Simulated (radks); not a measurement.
Effect of the nuclear size on the titanium ion Ti+, [Ar] 3d2 4s1. Method: Dirac Kohn-Sham, BLYP, spin-unpolarised, spherical densities, finite nucleus; open shells are shared between the two j in proportion to 2j + 1; Fermi nuclear charge, rms radius 3.5921 fm; computed with a radial shooting solver on a logarithmic mesh with Libxc functionals. The rms radius is varied about that value; shifts are against it.

| rms radius (fm) | total energy shift (eV) | density at nucleus (e/bohr^3) | 1s1/2 shift (meV) | 2s1/2 shift (meV) | 2p1/2 shift (meV) | 3s1/2 shift (meV) |
|---|---|---|---|---|---|---|
| 3.1395 | -0.0115 | 8535 | -4.88 | -0.407 | 0.054 | -0.054 |
| 3.434 | -0.00420 | 8511 | -1.78 | -0.148 | 0.020 | -0.020 |
| 3.5921 | 0 | 8499 | 0.000 | 0.000 | 0.000 | 0.000 |
| 3.743 | 0.00418 | 8489 | 1.77 | 0.148 | -0.019 | 0.020 |
| 4.4614 | 0.0264 | 8443 | 11.1 | 0.930 | -0.123 | 0.123 |

Slopes of the eigenvalues against <r^2> in GHz/fm^2, as finite differences over the two radii next to the reference (eigenvalue slopes, not the field-shift constants of lines): 1s1/2 386, 2s1/2 32.2, 2p1/2 -4.26, 3s1/2 4.27.
